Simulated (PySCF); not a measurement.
A calculated (PBE0, PySCF 2.14, ANO-RCC-VTZP, scalar relativity by spin-free X2C-1e) atom or ion has these occupied shells.

| shell | electrons | orbital energy (eV) | rms radius, mean of both spins (bohr) |
| --- | --- | --- | --- |
| 1s | 2 | -61191.1 | 0.0223 |
| 2s | 2 | -10401.0 | 0.0901 |
| 2p | 6 | -9190.8 | 0.0815 |
| 3s | 2 | -2358.8 | 0.231 |
| 3p | 6 | -1990.3 | 0.232 |
| 3d | 10 | -1529.5 | 0.212 |
| 4s | 2 | -470.73 | 0.519 |
| 4p | 6 | -348.60 | 0.553 |
| 4d | 10 | -184.31 | 0.605 |
| 5s | 2 | -57.586 | 1.29 |
| 5p | 6 | -29.126 | 1.56 |
| 4f | 14 | -5.431 | 0.901 |
| 6s | 2 | -4.387 | 4.27 |

Task: Name the element and its charge.

Result: Yb (ytterbium, neutral), in [Xe] 4f14 6s2, closed-shell 1S.
